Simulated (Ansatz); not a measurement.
AgPd₂⁻, relaxed as a triplet with UKS r2SCAN-D4/def2-TZVPD in Ansatz, starting from the r2SCAN-D4/def2-TZVPD geometry of the charge -1 singlet. Force threshold 0.02 eV/Å.

In the def2 sets Ag, Pd take a core potential; there is no spin–orbit coupling. The highest occupied level of the charge -1 triplet lies above zero (up to 0.72 eV). The electron is either unbound and held by the finite basis, or the level is raised by self-interaction error. At r2SCAN-D4/def2-TZVPD a singlet of charge -1 lies 0.28 eV below the triplet, each at its own geometry. The structure comes from a short search, and lower isomers may exist.

Start:

```xyz
3

Pd   -0.477    1.261    0.654
Pd    0.059   -1.272    0.790
Ag    0.419    0.011   -1.444
```

| step | energy (eV) | largest force component (eV/Å) | SCF passes |
| --- | --- | --- | --- |
| 1 | -10966.1321 | 0.787 | 32 |
| 2 | -10966.2047 | 0.832 | 41 |
| 3 | -10966.2476 | 0.028 | 34 |
| 4 | -10966.2478 | 0.001 | 33 |

Force components are those of the run's own axes.

End:

```xyz
3

Pd   -0.474    1.185    0.701
Pd    0.030   -1.196    0.830
Ag    0.444    0.012   -1.531
```

By distances, no bond broke or formed. The bond that changes most is Pd1–Pd2, from 2.59 to 2.44 Å (atoms count from 1).

No frequencies were taken in this run, so the end may be a saddle point.

Hardware: 4 threads of Arm Neoverse V1 on a shared host. Wall time 16 s.
